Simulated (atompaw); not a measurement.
## u(r) = r·R(r): atom against pseudo-atom (silver)

Columns: radius, all-electron u(r) and pseudo u(r) of the 4d shell (level -9.46 eV) of silver in the configuration [Kr] 4d10 5s0 5p1; PBEsol, scalar-relativistic, PAW (atompaw) scheme, atompaw 4.2.0.5.

```csv
r (bohr),all-electron,pseudo
0.114,-0.2639,0.0004
0.228,-0.4507,0.0028
0.342,-0.2616,0.0093
0.455,0.0745,0.0213
0.569,0.3974,0.0399
0.683,0.6404,0.0654
0.797,0.7945,0.0976
0.911,0.8739,0.1354
1.025,0.8986,0.1774
1.138,0.8871,0.2212
1.252,0.8529,0.2654
1.366,0.8060,0.3071
1.480,0.7527,0.3443
1.594,0.6972,0.3749
1.708,0.6421,0.3975
1.822,0.5890,0.4112
1.935,0.5391,0.4158
2.049,0.4921,0.4117
2.163,0.4484,0.3997
2.277,0.4081,0.3813
2.391,0.3711,0.3581
2.505,0.3373,0.3321
2.618,0.3067,0.3051
2.732,0.2786,0.2783
2.846,0.2530,0.2530
2.960,0.2297,0.2297
```

(1) How many radial nodes do the two functions have?

(2) Where does each function peak?

(3) Is the pseudo-wave norm-conserving?

Results:

(1) The all-electron 4d function has n − l − 1 = 1; the pseudo-wave has 0, since the states of the same l below it are removed with the core.

(2) Outermost all-electron maximum near 1.02 bohr, pseudo maximum near 1.94 bohr (to the table’s step).

(3) No, it belongs to a PAW set: the norm inside the radius is not constrained, and the difference is carried by the augmentation charge.
